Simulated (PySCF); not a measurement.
Species: ClGe2H7Si.
Z-matrix (Å and degrees, PBE0-D3(BJ)/def2-SVP geometry), rows numbered from 1:
```
Si
Ge  1  2.3832
Cl  2  2.1890  1  103.79
Ge  2  2.4227  1  114.93  3  -114.59
H   1  1.4953  2  110.50  3  -178.56
H   1  1.4924  2  109.67  3   -57.41
H   1  1.4932  2  107.71  3    62.13
H   2  1.5418  1  113.15  3   114.12
H   4  1.5407  2  109.95  1   -66.70
H   4  1.5379  2  108.26  1    52.71
H   4  1.5377  2  110.00  1   172.57
```

Level of theory: PySCF, PBE0-D3(BJ)/def2-SVP geometry optimisation, gas phase.

Take the most abundant isotopes and a rigid rotor. 

**Question.** What are A, B and C (cm⁻¹)?

**Answer.** Ia = 260.10, Ib = 496.97, Ic = 673.48 u·Å²; 505379 MHz·u·Å²/I gives 1943, 1017 and 750.4 MHz, that is A = 0.06481, B = 0.03392, C = 0.02503 cm⁻¹.

**Question.** Classify the top.

**Answer.** An asymmetric top. Ray's parameter κ = (2B − A − C)/(A − C) = -0.553; −1 is the prolate and +1 the oblate limit.

**Question.** What does the inertial defect say?

**Answer.** Not planar: Δ = Ic − Ia − Ib = -83.59 u·Å². For a rigid frame Δ = −2 Σ m c², so Σ m c² = 41.80 u·Å² lies off the ab plane: 11.00 from hydrogen and 30.79 from heavier atoms. The atom farthest from that plane is 2.03 Å away.

**Question.** Give the other two planar moments, Paa and Pbb, and the rms extents of the mass along the axes.

**Answer.** Paa = Σ m a² = (Ib + Ic − Ia)/2 = 455.17 and Pbb = Σ m b² = (Ia + Ic − Ib)/2 = 218.30 u·Å². With the mass M = 217.84 u, the rms extents √(P/M) along a, b and c are 1.45, 1.00, 0.44 Å.

**Question.** Give the coordinates in the principal-axis frame, origin at the centre of mass.

**Answer.** The sense of each axis is arbitrary; atoms in the order of the calculation.
```csv
atom,mass (u),a (Å),b (Å),c (Å)
Si1,27.977,-1.923,-1.677,-0.419
Ge2,73.921,-0.503,-0.002,0.506
Cl3,34.969,-1.241,1.857,-0.382
Ge4,73.921,1.823,-0.154,-0.157
H5,1.008,-1.566,-3.024,0.123
H6,1.008,-3.346,-1.364,-0.097
H7,1.008,-1.725,-1.673,-1.899
H8,1.008,-0.675,0.165,2.029
H9,1.008,2.453,-1.433,0.425
H10,1.008,1.883,-0.209,-1.692
H11,1.008,2.595,1.076,0.349
```

**Question.** Where do the levels up to J = 3 lie, in K?

**Answer.** Above 0(0,0), as E/k:
J = 1: 1(0,1) 0.085, 1(1,1) 0.129, 1(1,0) 0.142
J = 2: 2(0,2) 0.252, 2(1,2) 0.286, 2(1,1) 0.324, 2(2,1) 0.458, 2(2,0) 0.460
J = 3: 3(0,3) 0.497, 3(1,3) 0.520, 3(1,2) 0.596, 3(2,2) 0.712, 3(2,1) 0.724, 3(3,1) 0.968, 3(3,0) 0.968
Those of J = 1 are B + C, A + C and A + B.

**Question.** Predict some low-J microwave lines.

**Answer.** The dipole components are |μa| = 0.77 D, |μb| = 1.80 D, |μc| = 0.61 D. The squared components, which scale the intensities, stand as 0.18 : 1.00 : 0.11 (a : b : c). Some lines, for components of 0.1 D or more:

```json
{"type": "c", "branch": "Q", "J(Ka,Kc)": "2(1,2) ← 2(0,2)", "MHz": "709", "lower level (cm⁻¹)": "0.175"}
{"type": "a", "branch": "Q", "J(Ka,Kc)": "2(1,1) ← 2(1,2)", "MHz": "800", "lower level (cm⁻¹)": "0.199"}
{"type": "c", "branch": "Q", "J(Ka,Kc)": "1(1,1) ← 1(0,1)", "MHz": "926", "lower level (cm⁻¹)": "0.059"}
{"type": "b", "branch": "Q", "J(Ka,Kc)": "1(1,0) ← 1(0,1)", "MHz": "1193", "lower level (cm⁻¹)": "0.059"}
{"type": "b", "branch": "Q", "J(Ka,Kc)": "2(1,1) ← 2(0,2)", "MHz": "1509", "lower level (cm⁻¹)": "0.175"}
{"type": "b", "branch": "R", "J(Ka,Kc)": "2(0,2) ← 1(1,1)", "MHz": "2559", "lower level (cm⁻¹)": "0.090"}
{"type": "c", "branch": "Q", "J(Ka,Kc)": "2(2,1) ← 2(1,1)", "MHz": "2778", "lower level (cm⁻¹)": "0.226"}
{"type": "b", "branch": "Q", "J(Ka,Kc)": "2(2,0) ← 2(1,1)", "MHz": "2828", "lower level (cm⁻¹)": "0.226"}
{"type": "a", "branch": "R", "J(Ka,Kc)": "2(1,2) ← 1(1,1)", "MHz": "3268", "lower level (cm⁻¹)": "0.090"}
{"type": "a", "branch": "R", "J(Ka,Kc)": "2(0,2) ← 1(0,1)", "MHz": "3485", "lower level (cm⁻¹)": "0.059"}
{"type": "b", "branch": "Q", "J(Ka,Kc)": "2(2,1) ← 2(1,2)", "MHz": "3578", "lower level (cm⁻¹)": "0.199"}
{"type": "a", "branch": "R", "J(Ka,Kc)": "2(1,1) ← 1(1,0)", "MHz": "3801", "lower level (cm⁻¹)": "0.099"}
{"type": "b", "branch": "R", "J(Ka,Kc)": "2(1,2) ← 1(0,1)", "MHz": "4194", "lower level (cm⁻¹)": "0.059"}
{"type": "c", "branch": "R", "J(Ka,Kc)": "2(1,1) ← 1(0,1)", "MHz": "4994", "lower level (cm⁻¹)": "0.059"}
{"type": "b", "branch": "R", "J(Ka,Kc)": "2(2,1) ← 1(1,0)", "MHz": "6579", "lower level (cm⁻¹)": "0.099"}
{"type": "c", "branch": "R", "J(Ka,Kc)": "2(2,0) ← 1(1,0)", "MHz": "6629", "lower level (cm⁻¹)": "0.099"}
{"type": "c", "branch": "R", "J(Ka,Kc)": "2(2,1) ← 1(1,1)", "MHz": "6846", "lower level (cm⁻¹)": "0.090"}
{"type": "b", "branch": "R", "J(Ka,Kc)": "2(2,0) ← 1(1,1)", "MHz": "6896", "lower level (cm⁻¹)": "0.090"}
```

**Question.** Estimate the classical rotational partition function at 25 K, 200 K and 500 K.

**Answer.** Point group C1, symmetry number σ = 1; q = (√π/σ)·√((kT/h)³/(ABC)), k/h = 20836.6 MHz/K: 17300 at 25 K, 392000 at 200 K, 1550000 at 500 K.

PBE0-D3(BJ)/def2-SVP frequencies: not computed here. These are rigid-rotor constants of the computed structure; measured ground-state constants (B0) also hold zero-point vibration. A rigid rotor knows nothing of internal rotation, which can split or shift real lines. Quadrupole hyperfine structure (35Cl) is left out.

Hardware: one thread of an Arm Neoverse N1, shared host with 64 logical CPUs at a one-minute load of 54. Cost: 1.8 min of wall time, 0.58 GiB resident at most. These figures are those of the optimisation.
